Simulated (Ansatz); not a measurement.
`[CH3][Al]([F])[SiH2]F`, charge 0, multiplicity 1.

Give a relaxed structure at PBE0-D4/def2-TZVP (Ansatz). (An estimate is asked.)

Ansatz gave: 
Z-matrix (Å, degrees):
```
C
Al 1 1.939
H 1 1.093 2 112.2
H 1 1.095 2 110.8 3 121.0
H 1 1.095 2 110.7 3 -120.8
F 2 1.657 1 118.6 3 -178.9
Si 2 2.466 1 127.8 3 1.2
F 7 1.615 2 109.2 1 -0.2
H 7 1.490 2 113.1 1 -119.3
H 7 1.490 2 113.1 1 118.9
```
Point group Cs.
This is one stationary point; other conformers may exist.
